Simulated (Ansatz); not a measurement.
Two structures of SiH$_{3}$OF$_{3}$, closed shell, reached by relaxing down either side of one saddle point (PBE0-D4/def2-TZVP). Energies are electronic, without zero-point energy. Ansatz 0.2.0; basis: def2-TZVPP and def2-QZVPP; cores frozen in the correlated methods. Extrapolation: Hartree–Fock as exp(−7.88 √X), correlation as X^−2.97. First:

```
8
angstrom
Si 0.6846 -0.6357 0.0462
O -0.4989 -0.6464 -1.0373
F 1.8015 -1.6929 -0.2814
F 0.0580 -0.9821 1.4376
F 1.4007 0.7604 0.1437
H -1.8037 1.5982 0.6536
H -1.3294 2.0620 0.9963
H -0.3129 -0.4634 -1.9587
```

Second:

| atom | x (Å) | y (Å) | z (Å) |
| --- | --- | --- | --- |
| Si1 | 0.4680 | -0.1749 | 0.9291 |
| O2 | -1.0904 | 0.3243 | -1.2490 |
| F3 | 0.6440 | -1.4495 | 0.0113 |
| F4 | 1.3562 | -0.4638 | 2.2071 |
| F5 | 1.1396 | 1.0779 | 0.2381 |
| H6 | -0.6670 | 1.0655 | -1.6905 |
| H7 | -0.8981 | 0.0527 | 1.3793 |
| H8 | -0.9524 | -0.4322 | -1.8254 |

Which bonds change from the first to the second?

SiHOF₃ ([OH][Si]([F])([F])[F]) + H₂ → SiHF₃ ([F][SiH]([F])[F]) + H₂O; bonds formed: Si1–H7, O2–H6; bonds broken: Si1–O2, H6–H7.

Give the saddle point's structure and its height above each. (An estimate is asked for; the value comes from the calculation.)

By the calculation: 2.467 eV above the first and 1.696 eV above the second (CCSD(T) at an estimated basis limit (MP2 extrapolated from triple and quadruple zeta, plus CCSD(T) − MP2 in triple zeta)).
Si1  (0.397, -0.137, 0.414)
O2  (-0.802, -0.201, -0.915)
F3  (1.257, -1.316, -0.252)
F4  (0.079, -0.811, 1.810)
F5  (1.497, 1.006, 0.378)
H6  (-1.092, 0.712, -0.311)
H7  (-0.762, 1.034, 0.727)
H8  (-0.573, -0.286, -1.851)
(Å)

No T1 diagnostic of these runs exceeds 0.012.

Labels in which every atom is bracketed show which atoms are joined, not bond orders.

For scale, one of the runs: CCSD(T)/def2-TZVPP, 208 basis functions, launched by `ansatz run in.yaml --threads 4 --pin off --events-out ev --progress --plain --max-ram 9574MiB`. Time: 2.4 min of wall clock on 4 CPU threads of an Intel Xeon; the host was shared. Peak host memory: 3.1 GiB.
